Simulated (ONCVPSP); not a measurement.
# bromine: one change to an ONCV potential, before and after

Br (Z = 35), optimised norm-conserving Vanderbilt (ONCV), made with ONCVPSP 4.0.1 (PBEsol, fully relativistic). Core [Ar] 3d10, reference 4s2 4p5. Waves: 4s: rc 1.45 bohr, ncon 4, nbas 7, qcut 5.2 1/bohr, 2 projectors, debl 1.8 Ha; 4p: rc 1.40 bohr, ncon 4, nbas 8, qcut 6.2 1/bohr, 1 projector; d scattering state at 0.31 Ha: rc 1.45 bohr, ncon 3, nbas 6, qcut 7.4 1/bohr, 3 projectors, debl 1 Ha. Local part: polynomial inside 1.30 bohr (lpopt 5, dvloc0 0 Ha). Core correction: Teter function, fcfact 2.5, rcfact 1.6.

Open shells are filled in proportion to 2j + 1.

Change: all radii but the core radius scaled by about 1.13 (s 1.64, p 1.58, d 1.64 bohr); local potential polynomial inside 1.46 bohr (lpopt 5, dvloc0 0 Ha).

Cutoffs: the cutoffs (Ha) at which the residual kinetic energy of the hardest occupied pseudo-wave falls to 1 and 0.1 mHa per electron; they do not see the model core or the augmentation charge, which bear on the density cutoff. Errors are all-electron minus pseudo energies relative to the spin-unpolarised reference configuration.

How do hardness, ghosts and transferability respond?

The potential gets neither clearly harder nor softer (13 Ha and 36 Ha → 14 Ha and 33 Ha); both files keep a bound ghost (d); of the 4 tests that both files solve, the error grows in 2 and shrinks in 0 by more than 15 % and 0.3 meV (median size 7.7 → 10.1 meV).

```tsv
quantity	base	changed
cutoff, loose	13 Ha	14 Ha
cutoff, tight	36 Ha	33 Ha
loose cutoff by channel	s 13 Ha, p 13 Ha	s 12 Ha, p 14 Ha
bound ghosts	d5/2, d3/2	d5/2, d3/2
GHOST(+) flags under 300 eV	s at 111.5 eV	s at 168.5 eV
error for 4s2 4p4, meV [ΔE 12.56 eV]	-0.3	-0.7
error for 4s2 4p3, meV [ΔE 35.34 eV]	-13	-14
error for 4s2 4p2, meV [ΔE 69.35 eV]	-73	-75
error for 4s1 4p5, meV [ΔE 25.56 eV]	-2.7	-6.1
rms error of d²Exc/dni dnj with the model core, mHa	4.12	4.08
```

Base: The cutoffs count occupied waves only; projector 2 of the d channel, the hardest unoccupied one, needs 75 Ha at the loose tolerance. Changed file: The cutoffs count occupied waves only; projector 3 of the d channel, the hardest unoccupied one, needs 72 Ha at the loose tolerance. A true bound ghost makes a file unfit for plane-wave use even where its test errors are small: the radial tests pick states by their node count and pass the ghost by.
